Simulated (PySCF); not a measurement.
## Ho(III) with different ligands

Computed with PySCF 2.14.0, PBE0, def2-SVP on the ligands, density fitting, scalar-relativistic core potentials, no spin-orbit coupling, vacuum. The metal has lcecp-1-SVP with ECP56. Each complex is relaxed within the symmetry of a template of the same shape. Distances are means of the shortest metal–ligand contacts, charges and spins Mulliken's; removal energies are rigid, with the ligand's formal charge and no counterpoise, so too large; for an anion taken off a cation in vacuum most of it is the attraction of opposite charges, and multiply charged cations can part far more cheaply with an electron moved from ligand to metal. lcecp potentials hold a fixed number of 4f electrons in the core, out of states, spins and gaps.

| complex | point group | M–first ligand (Å) | charge on M (e) | removal of one first-named ligand (eV) | strongest infrared band, degenerate modes summed (cm⁻¹) | unstable modes (below −25 cm⁻¹) |
| --- | --- | --- | --- | --- | --- | --- |
| [Ho(SH)4]− | S4 | 2.639 | 0.56 | 4.65 | – | not given |
| [Ho(NH2)4]− | S4 | 2.241 | 0.62 | 5.28 | – | not given |
| [HoH4]− | Td | 2.077 | 0.22 | 4.79 | 1252 | 0 |
| [Ho(OH)4]− | S4 | 2.104 | 0.78 | 5.73 | 518 | 0 (lowest -22 cm⁻¹, within noise) |
| [HoF4]− | Td | 2.058 | 1.04 | 6.74 | 520 | 0 |

Task: What does the calculation give for [HoCl4]−?

Result: point group: Td, M–first ligand (Å): 2.519, charge on M (e): 0.72, removal of one first-named ligand (eV): 5.07, strongest infrared band, degenerate modes summed (cm⁻¹): 312, unstable modes (below −25 cm⁻¹): 0.
```xyz
5

Ho    0.0000    0.0000    0.0000
Cl    1.4545    1.4545    1.4545
Cl   -1.4545   -1.4545    1.4545
Cl    1.4545   -1.4545   -1.4545
Cl   -1.4545    1.4545   -1.4545
```

Members with unstable modes aren't minima as they stand: saddle points kept by symmetry or, where the modes are soft, flat surfaces and noise. Moved off a saddle point of the template and relaxed again: [Ho(SH)4]−, [Ho(NH2)4]−. One start shape was tried for each, so a minimum needn't be the lowest isomer.
